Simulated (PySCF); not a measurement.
# Telling isomers of C6H7FOSi apart by NMR

[PySCF: geometry from GFN2-xTB; PBE0/pcSseg-1 with gauge-including orbitals; equivalent nuclei averaged; a single conformation; no solvent; non-relativistic Hamiltonian]

Shifts are taken against calculated references (same method and geometry level): 1H, 13C against TMS. Splittings of carbon signals by F and P are missing where no couplings were computed. Where no couplings were computed, multiplicities follow the n + 1 count of equivalent neighbours, and m marks all less simple cases (inequivalent or close neighbours, rings, F or P nearby). Shifts are as computed. Against solution values, carbons near 30 ppm lie about +3 ppm off and those near 130 ppm about +5 ppm. Of 1211 compounds with measured shifts, 218 miss one by over three times the rms of a fit or turn the order of signals round; such compounds aren't used in these exercises.

(1) Tabulate the signals of `C#C[C@@H]1C(=C)[C@@H]1O[SiH2]F`, `Fc1cccc(O[SiH3])c1` and their relative energies.

(2) What is the quickest way to tell C#C[C@@H]1C(=C)[C@@H]1O[SiH2]F from Fc1cccc(O[SiH3])c1?

Results:

(1) 
```json
{"SMILES": "C#C[C@@H]1C(=C)[C@@H]1O[SiH2]F", "carbon types": "2×C 3×CH 1×CH2", "δC": "140.9, 117.6, 86.7, 77.9, 57.6, 17.2", "δH": "6.34 (m, 1H), 6.23 (m, 1H), 5.28 (m, 1H), 4.87 (m, 1H), 4.41 (m, 1H), 2.24 (m, 1H), 1.36 (d, 1H)", "E rel. (kcal/mol)": "52.6"}
{"SMILES": "Fc1cccc(O[SiH3])c1", "carbon types": "2×C 4×CH", "δC": "173.5, 163.5, 136.4, 121.1, 113.6, 106.7", "δH": "7.56 (m, 1H), 7.03 (d, 1H), 6.97 (m, 1H), 6.54 (m, 1H), 5.14 (s, 3H)", "E rel. (kcal/mol)": "0.0"}
```

Energies are electronic energies at PBE0/pcSseg-1 on these geometries, without zero-point or thermal terms, each for the one conformer computed, which needn't be the lowest.

(2) Both give the same number of carbon signals, but DEPT or the intensities differ. The first has a terminal =CH2 carbon at 117.6 ppm, the second an aromatic CH at 136.4 ppm. Their most deshielded carbons lie at 140.9 and 173.5 ppm. In the proton spectra the most deshielded non-exchanging signals are 6.34 (m, 1H) and 7.56 (m, 1H).
